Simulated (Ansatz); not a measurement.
Mulliken charges of C4H3IS, SMILES `Ic1cccs1` from r2SCAN/def2-TZVPP in Ansatz (PBE0-D4/def2-TZVP geometry).

| atom | x (Å) | y (Å) | z (Å) | charge (e) |
| --- | --- | --- | --- | --- |
| I1 | 0.994 | 0.274 | -3.125 | 0.003 |
| C2 | 0.319 | 0.229 | -1.180 | -0.014 |
| C3 | 0.481 | -0.780 | -0.275 | -0.145 |
| C4 | -0.115 | -0.470 | 0.972 | -0.144 |
| C5 | -0.711 | 0.756 | 0.984 | -0.087 |
| S6 | -0.552 | 1.544 | -0.521 | 0.070 |
| H7 | 1.004 | -1.700 | -0.494 | 0.108 |
| H8 | -0.100 | -1.134 | 1.826 | 0.100 |
| H9 | -1.234 | 1.237 | 1.797 | 0.110 |

**Question.** By hand: the dipole of these point charges (1 e Å = 4.8032 D).

**Answer.** Σ q r = (-0.069, 0.060, 0.112) e Å, of length 0.145 e Å = 0.70 D.

**Question.** How does the dipole of the full density compare? (Best estimate.)

**Answer.** Computed: (-0.052, -0.091, 0.267) e Å, 1.38 D; the point charges give 0.51 times that, at 47° from its direction.

Point charges leave out the atoms' own dipoles, such as those of lone pairs, and Mulliken's split depends on the basis, so the two needn't agree.
